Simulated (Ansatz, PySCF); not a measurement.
Complex: HCl (SMILES Cl) (first 2 atoms) with H2 (SMILES [H][H]); geometry from B3LYP-D3(BJ)/def2-TZVP, rigid monomers moved along the line of their centres of mass till H2···H4 is 3.23 Å.
(charge 0, multiplicity 1):
```xyz
4

Cl    -0.118    -0.588    -0.721
H     -0.074    -0.402     0.547
H     -0.321     0.161     3.715
H      0.398    -0.036     3.718
```

Counterpoise-corrected where a basis set is named; no monomer relaxation.

Cores are frozen in the correlated methods. CBS: X⁻³ extrapolation of the correlation energy, Hartree–Fock from the larger set.

Codes used: Ansatz (Gaussian basis) for Hartree–Fock, density functionals and correlated methods; PySCF for the dispersion terms. Each number belongs to the level named beside it.

PBE/def2-TZVPPD gives -0.26 kcal/mol for the interaction energy.

### Question
How do the other levels lie against it? Give each less PBE: PBE-D3(BJ)/def2-TZVPPD, r2SCAN/def2-TZVPPD, B3LYP/def2-TZVPPD, wB97M-V/def2-TZVPPD, MP2/CBS(aug-cc-pV(T+d)Z, aug-cc-pV(Q+d)Z), CCSD(T)/CBS(aug-cc-pV(T+d)Z, aug-cc-pV(Q+d)Z).

### Answer
PBE-D3(BJ)/def2-TZVPPD -0.11; r2SCAN/def2-TZVPPD 0.13; B3LYP/def2-TZVPPD 0.17; wB97M-V/def2-TZVPPD 0.02; MP2/CBS(aug-cc-pV(T+d)Z, aug-cc-pV(Q+d)Z) -0.01; CCSD(T)/CBS(aug-cc-pV(T+d)Z, aug-cc-pV(Q+d)Z) -0.01 kcal/mol. 3 of 6 lie above PBE; the widest gap is to B3LYP/def2-TZVPPD.

Ansatz is a program for electronic structure.
